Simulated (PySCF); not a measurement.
## Excitation energy of Re⁺ by level of theory

Re⁺ [Xe] 4f14 5d5 6s1 (7S) → Re⁺ [Xe] 4f14 5d5 6p1 (7P), as a difference of total energies. Computed with PySCF 2.14 in x2c-TZVPPall (11s7p7d3f1g, 97 functions), with scalar relativity by spin-free X2C-1e. Correlated levels: valence: [Xe] 4f14 frozen. The calculations carry no spin-orbit coupling.

```tsv
method	excitation energy (eV)
UHF	5.670
MP2 (valence)	5.860
SCS-MP2 (valence)	5.733
CCSD (valence)	5.851
CCSD(T) (valence)	5.852
```

Question: How much does correlation contribute at CCSD(T) (valence)?

Answer: 5.852 − (5.670) = 0.182 eV, measured against UHF.

A first-order spin-orbit estimate (lowest level to lowest level, LS coupling) adds -0.350 eV.

The basis was made for the ground configuration and has no added diffuse functions, so the excitation energy can come out too high.
